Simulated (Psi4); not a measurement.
C$_{4}$H$_{7}$ (SMILES [CH]1CCC1), doublet, at a GFN2-xTB geometry; Psi4 with CCSD/def2-SVP.

Input for Psi4:
```
memory 2 GB

molecule mol {
0 2
  C     0.007887    1.067741    0.046646
  C    -0.007638   -1.033995   -0.045172
  C    -1.084676    0.068067    0.007510
  C     1.085566    0.052462   -0.002244
  H     0.015788    2.137369    0.093374
  H    -0.015994   -1.625766   -0.957510
  H    -0.008597   -1.703128    0.812083
  H    -1.733077    0.040505    0.890341
  H    -1.740431    0.117415   -0.868918
  H     1.741413    0.015522    0.874726
  H     1.734059    0.092432   -0.884534
}

set basis def2-svp
set reference uhf

energy('ccsd')
print_variables()
```

It wrote (shortened):

```
   => Loading Basis Set <=

    Name: DEF2-SVP
    Role: ORBITAL
    Keyword: BASIS

         ---------------------------------------------------------
                                   SCF
               by Justin Turney, Rob Parrish, Andy Simmonett
                          and Daniel G. A. Smith
                              UHF Reference
         ---------------------------------------------------------

  ==> Geometry <==

    Molecular point group: c1
    Full point group: C1

    Geometry (in Angstrom), charge = 0, multiplicity = 2:

       Center              X                  Y                   Z               Mass
    ------------   -----------------  -----------------  -----------------  -----------------
         C            0.007763931936     1.051059327115     0.045917170009    12.000000000000
         C           -0.007761068064    -1.050676672885    -0.045900829991    12.000000000000
         C           -1.084799068064     0.051385327115     0.006781170009    12.000000000000
         C            1.085442931936     0.035780327115    -0.002972829991    12.000000000000
         H            0.015664931936     2.120687327115     0.092645170009     1.007825032230
         H           -0.016117068064    -1.642447672885    -0.958238829991     1.007825032230
         H           -0.008720068064    -1.719809672885     0.811354170009     1.007825032230
         H           -1.733200068064     0.023823327115     0.889612170009     1.007825032230
         H           -1.740554068064     0.100733327115    -0.869646829991     1.007825032230
         H            1.741289931936    -0.001159672885     0.873997170009     1.007825032230
         H            1.733935931936     0.075750327115    -0.885262829991     1.007825032230

  Running in c1 symmetry.

  Rotational constants: A =      0.40555  B =      0.37349  C =      0.21811 [cm^-1]
  Rotational constants: A =  12158.19560  B =  11196.95244  C =   6538.75067 [MHz]
  Nuclear repulsion =  120.111620424839245

  Charge       = 0
  Multiplicity = 2
  Electrons    = 31
  Nalpha       = 16
  Nbeta        = 15

  ==> Algorithm <==

  SCF Algorithm Type is PK.
  DIIS enabled.
  MOM disabled.
  Fractional occupation disabled.
  Guess Type is SAD.
  Energy threshold   = 1.00e-08
  Density threshold  = 1.00e-08
  Integral threshold = 1.00e-12

  ==> Primary Basis <==

  Basis Set: DEF2-SVP
    Blend: DEF2-SVP
    Number of shells: 45
    Number of basis functions: 91
    Number of Cartesian functions: 95
    Spherical Harmonics?: true
    Max angular momentum: 2

  ==> Integral Setup <==

  Using in-core PK algorithm.
   Calculation information:
      Number of atoms:                  11
      Number of AO shells:              45
      Number of primitives:             83
      Number of atomic orbitals:        95
      Number of basis functions:        91

      Integral cutoff                 1.00e-12
      Number of threads:                 1

  Performing in-core PK
  Using 17526782 doubles for integral storage.
  We computed 532441 shell quartets total.
  Whereas there are 536130 unique shell quartets.

  ==> DiskJK: Disk-Based J/K Matrices <==

    J tasked:                  Yes
    K tasked:                  Yes
    wK tasked:                  No
    Schwarz Cutoff:          1E-12

  Minimum eigenvalue in the overlap matrix is 5.7921366998E-04.
  Reciprocal condition number of the overlap matrix is 8.6719770845E-05.
    Using symmetric orthogonalization.

  ==> Pre-Iterations <==

  SCF Guess: Superposition of Atomic Densities via on-the-fly atomic UHF (no occupation information).

   -------------------------
    Irrep   Nso     Nmo
   -------------------------
     A         91      91
   -------------------------
    Total      91      91
   -------------------------

  ==> Iterations <==

                        Total Energy        Delta E     RMS |[F,P]|

   @UHF iter SAD:  -155.06709880570568   -1.55067e+02   0.00000e+00
   @UHF iter   1:  -155.23031932749029   -1.63221e-01   4.37859e-03 DIIS/ADIIS
   @UHF iter   2:  -155.32890680048058   -9.85875e-02   2.13999e-03 DIIS/ADIIS
   @UHF iter   3:  -155.35059367816802   -2.16869e-02   5.47464e-04 DIIS/ADIIS
   @UHF iter   4:  -155.35390115988690   -3.30748e-03   1.41649e-04 DIIS/ADIIS
   @UHF iter   5:  -155.35418022649284   -2.79067e-04   6.38370e-05 DIIS
   @UHF iter   6:  -155.35423129199819   -5.10655e-05   3.07257e-05 DIIS
   @UHF iter   7:  -155.35424516803238   -1.38760e-05   1.21818e-05 DIIS
   @UHF iter   8:  -155.35424783456074   -2.66653e-06   4.45177e-06 DIIS
   @UHF iter   9:  -155.35424817096907   -3.36408e-07   1.96587e-06 DIIS
   @UHF iter  10:  -155.35424823207853   -6.11095e-08   9.71982e-07 DIIS
   @UHF iter  11:  -155.35424825005433   -1.79758e-08   3.67434e-07 DIIS
   @UHF iter  12:  -155.35424825269527   -2.64095e-09   9.27224e-08 DIIS
   @UHF iter  13:  -155.35424825283840   -1.43132e-10   2.36571e-08 DIIS
   @UHF iter  14:  -155.35424825284616   -7.75913e-12   1.01827e-08 DIIS
   @UHF iter  15:  -155.35424825284778   -1.62004e-12   4.57174e-09 DIIS
  Energy and wave function converged.

  ==> Post-Iterations <==

   @Spin Contamination Metric:   1.539774686E-02
   @S^2 Expected:                7.500000000E-01
   @S^2 Observed:                7.653977469E-01
   @S   Expected:                5.000000000E-01
   @S   Observed:                5.000000000E-01

    Orbital Energies [Eh]
    ---------------------

    Alpha Occupied:

[...]
      16A     -0.326731

    Alpha Virtual:

[...]
    Beta Occupied:

[...]
    Beta Virtual:

[...]
      91A      3.555056

    Final Occupation by Irrep:
              A
    DOCC [    15 ]
    SOCC [     1 ]
    NA   [    16 ]
    NB   [    15 ]

  @UHF Final Energy:  -155.35424825284778

   => Energetics <=

    Nuclear Repulsion Energy =            120.1116204248392449
    One-Electron Energy =                -446.1686570272496510
    Two-Electron Energy =                 170.7027883495626099
[...]
    Total Energy =                       -155.3542482528477819
[...]

    Nuclear Rep. energy (wfn)     =  120.111620424839245
    SCF energy          (wfn)     = -155.354248252847782
    Reference energy    (file100) = -155.354248252847867

    Input parameters:
    -----------------
    Wave function   =     CCSD
    Reference wfn   =     UHF
    Brueckner       =     No
    Maxiter         =     50
    R_Convergence   =     1.0e-07
    E_Convergence   =     1.0e-06
    Restart         =     Yes
    DIIS            =     Yes
    AO Basis        =     NONE
    ABCD            =     NEW
    Cache Level     =     2
    Cache Type      =     LRU
    Print Level     =     1
    Num. of threads =     1
    # Amps to Print =     10
    Print MP2 Amps? =     No
    Analyze T2 Amps =     No
    Print Pair Ener =     No
    Local CC        =     No
    SCS-MP2         =     False
    SCSN-MP2        =     False
    SCS-CCSD        =     False

MP2 correlation energy -0.5430496016073729
                Solving CC Amplitude Equations
                ------------------------------
  Iter             Energy              RMS        T1Diag      D1Diag    New D1Diag    D2Diag
  ----     ---------------------    ---------   ----------  ----------  ----------   --------
     0        -0.543049601607373    0.000e+00    0.000000    0.000000    0.000000    0.000000
     1        -0.576729476632674    7.443e-02    0.007728    0.000000    0.000000    0.000000
     2        -0.592031546586810    2.360e-02    0.009452    0.000000    0.000000    0.000000
     3        -0.594085651884233    9.463e-03    0.010765    0.000000    0.000000    0.000000
     4        -0.594117731361601    3.535e-03    0.011302    0.000000    0.000000    0.000000
     5        -0.594135618921708    1.425e-03    0.011533    0.000000    0.000000    0.000000
     6        -0.594127355339379    4.779e-04    0.011606    0.000000    0.000000    0.000000
     7        -0.594125819883171    1.672e-04    0.011622    0.000000    0.000000    0.000000
     8        -0.594126309541915    5.882e-05    0.011627    0.000000    0.000000    0.000000
     9        -0.594125395356695    2.152e-05    0.011628    0.000000    0.000000    0.000000
    10        -0.594125689316855    7.754e-06    0.011628    0.000000    0.000000    0.000000
    11        -0.594125785570892    2.288e-06    0.011628    0.000000    0.000000    0.000000
    12        -0.594125867465566    7.988e-07    0.011628    0.000000    0.000000    0.000000
    13        -0.594125889113406    2.804e-07    0.011628    0.000000    0.000000    0.000000
    14        -0.594125890718116    1.065e-07    0.011628    0.000000    0.000000    0.000000
    15        -0.594125890244350    3.898e-08    0.011628    0.000000    0.000000    0.000000

    Iterations converged.

    Largest TIA Amplitudes:
             15   1        -0.0116185125
              9  12        -0.0084463286
             10  27         0.0083149082
             11  39        -0.0080971413
             13   7        -0.0079161106
              9   1        -0.0074054846
             12  25         0.0069467363
             11   9        -0.0068951588
              9  26         0.0066548545
              6   7        -0.0064501974

    Largest Tia Amplitudes:
             12   0         0.0277059359
              9   0         0.0232779957
             12   3         0.0120544871
             12  20         0.0102175315
             11  40        -0.0081182416
              9  20         0.0075239132
              9   3         0.0065086140
              9  27         0.0060989668
             14  44        -0.0059505716
             12  25         0.0058981969

    Largest TIJAB Amplitudes:
     15  11  16  13        -0.0106576129
     15  13  29  16         0.0098242696
     15  11  20  16         0.0090678811
     15  11  28  16         0.0088353263
     14  10  15   5        -0.0088059872
     13  11  13   7         0.0085402670
     14  11  13   8        -0.0085042357
     15  11  17   7         0.0084786267
     15   8  24  16         0.0084555298
     14  10  17  15         0.0082195254

    Largest Tijab Amplitudes:
     14  10  16   6         0.0089404525
     11  10   9   0        -0.0088341339
     14  11  14   8         0.0087433902
     14  10  11   0        -0.0086525597
     14  10  17  16        -0.0086434933
     13  11  14   9         0.0082771977
     14  13  30  14         0.0081715771
     14  12  12   8         0.0077324144
     13  12  12   9        -0.0076965546
     12  11  12   8         0.0076381948

    Largest TIjAb Amplitudes:
     14  14   8   8         0.0220053550
     11  11   9  10        -0.0219540099
     13  13   7   9        -0.0207484920
     12  12  12  12        -0.0184331242
     10  10   5   6        -0.0173985970
     10  10  17  17        -0.0173644956
     11  11   7   9        -0.0167843903
     11  11   8   8        -0.0163283078
     11  11   9  29        -0.0161253935
     14  11   9   8        -0.0159262503

    SCF energy       (wfn)                    = -155.354248252847782
    Reference energy (file100)                = -155.354248252847867

    Opposite-spin MP2 correlation energy      =   -0.416593660513716
    Same-spin MP2 correlation energy          =   -0.126455941093657
    Singles MP2 correlation energy            =   -0.000000000000000
    MP2 correlation energy                    =   -0.543049601607373
      * MP2 total energy                      = -155.897297854455246

    Opposite-spin CCSD correlation energy     =   -0.475197635851390
    Same-spin CCSD correlation energy         =   -0.118928254392959
    Singles CCSD correlation energy           =   -0.000000000000001
    CCSD correlation energy                   =   -0.594125890244350
      * CCSD total energy                     = -155.948374143092224

  Variable Map:
  ----------------------------------------------------------------------------
[...]
  Array Variable Map:
  ----------------------------------------------------------------------------
[...]
[...]
```
